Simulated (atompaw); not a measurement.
Sm: one change to a PAW (atompaw) potential, before and after

atompaw 4.2.0.5 input, output lines left out:

```
Sm 62
GGA-PBE scalarrelativistic loggrid 2001 logderivrange -3 5 201
6 6 5 4 0 0
6 1 0
5 2 1
4 3 5
0 0 0
c
c
c
c
c
v
c
c
c
c
v
c
c
v
v
3
3.00 2.45 2.90 2.15
y
0.95
n
y
4.55
n
y
1.1
n
y
0.2
n
bloechl besselshape
bessel
```

Change: local potential bessel scheme, radius 2.66 bohr.

Cutoffs: the cutoffs (Ry, on a coarse ladder) from which the occupation-weighted sum of valence levels, in a spherical-Bessel basis at the reference potential, stays within 10 and 1 mRy of its value at 400 Ry; they do not see the model core or the augmentation charge, which bear on the density cutoff.

Q: What does the change do?

A: The potential gets softer (30 Ry and 35 Ry → 25 Ry and 35 Ry); both files keep a bound ghost (s).

```csv
quantity,base,changed
"cutoff, loose",30 Ry,25 Ry
"cutoff, tight",35 Ry,35 Ry
loose cutoff by channel (10 mRy a level),"s 10 Ry, d 12 Ry, f 21 Ry","s 6 Ry, d 10 Ry, f 18 Ry"
bound ghosts,s,s
s: phases at 3.00 bohr within 0.05 rad from the reference energy up to (Ry; the scan ends near 5),4.4,4.4
p: phases at 3.00 bohr within 0.05 rad from the reference energy up to (Ry; the scan ends near 5),0.2,0.2
d: phases at 3.00 bohr within 0.05 rad from the reference energy up to (Ry; the scan ends near 5),to the end of the scan,to the end of the scan
f: phases at 3.00 bohr within 0.05 rad from the reference energy up to (Ry; the scan ends near 5),1.2,1.2
lowest overlap eigenvalue by channel,"s 0.01, p 0.83, d 0.87, f 0.89","s 0.01, p 0.85, d 0.86, f 0.87"
```

 A true bound ghost makes a file unfit for plane-wave use even where its test errors are small: the radial tests pick states by their node count and pass the ghost by. The cutoffs see the waves, projectors and local potential, not the compensation charge or the core.
